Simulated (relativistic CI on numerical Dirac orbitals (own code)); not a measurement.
Computed by Dirac-Coulomb-Breit CI, orbitals from a KLI potential per configuration, model QED (radiative potential, 1s self-energy scaled to tabulated hydrogen-like ionisation energies), unscaled Slater integrals (own radial code, finite nucleus).

The strongest absorption lines from the ground level of an ion, among the configurations computed and to levels below about 279 eV (vacuum wavelength in Å, gf): 64.125 (0.18), 65.636 (0.36), 68.029 (3.3), 121.47 (4.6), 121.54 (0.38), 123.31 (0.44), 124.43 (2.2), 136.15 (3.6).

(1) Which ion is it?
A. Ni X
B. Ge XIV
C. Zn XIV
D. Zn XII

Answers

(1) D. Zn XII has 19 electrons and the ground level 3s2 3p6 3d 2D_3/2; the strongest line goes to 3s2 3p5 3d2 2D°_3/2. The pattern of lines fixes the number of electrons, and along that sequence the line energies rise steadily with the charge (about as its square where n changes within one kind of shell, about linearly where n is kept but much faster in heavy ions where fine structure, which grows about as Z⁴, sets the gap, and irregularly where shells cross), which fixes Z. Configurations outside the model, such as inner-shell arrays, can give stronger lines. At this charge energies of transitions that change n are usually good to better than 1 %, and those within a shell (Δn = 0) to a few per cent.

LS names give the leading component of a level, which can be under half, so a name can repeat, a term be missing and a line seem to break the LS rules.
